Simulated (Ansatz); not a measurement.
Born–Oppenheimer molecular dynamics of F4H2W (7 atoms, charge 0, multiplicity 1). It goes on from the last frame of an earlier run, with new velocities.

All numbers below come from Ansatz 0.2.0, RKS PBE/def2-SVP.

| Property | Result |
| --- | --- |
| ensemble | NVT, Nosé–Hoover chain |
| time step | 0.5 fs |
| steps asked | 100 |
| set temperature | 700 K |
| thermostat | time constant 100 fs, chain length 3 (defaults) |
| seed | 855120 |

First frame:

```xyz
7
Properties=species:S:1:pos:R:3
W 0.018 -0.119 -0.132
H 0.627 0.504 1.325
F 1.796 -0.632 -0.462
H -0.868 1.289 0.297
F -1.762 -0.598 -0.530
F -0.094 -1.677 0.881
F -0.072 0.980 -1.661
```

(1) How far do the bonds stretch over the last three quarters of this one trajectory? (Pairs bonded in most of those frames.)

Answers

(1) 
| bond | mean (Å) | spread (Å) | shortest | longest |
| --- | --- | --- | --- | --- |
| W1–H2 | 1.696 | 0.044 | 1.63 | 1.76 |
| W1–F3 | 1.903 | 0.010 | 1.88 | 1.92 |
| W1–H4 | 1.694 | 0.036 | 1.64 | 1.76 |
| W1–F5 | 1.889 | 0.050 | 1.83 | 1.97 |
| W1–F6 | 1.869 | 0.013 | 1.85 | 1.89 |
| W1–F7 | 1.863 | 0.024 | 1.83 | 1.91 |

Mean temperature of the second half: 553 K. The conserved energy stayed within 0.078 meV per atom of its start (net change 0.012 meV per atom), so the integration is sound. The mean temperature of the second half is 21 % below the set value. A run of 0.05 ps of so small a system gives no equilibrium averages.

Run time: 5.4 min on 1 thread of Arm Neoverse V2 (shared host), peak memory 0.13 GiB.
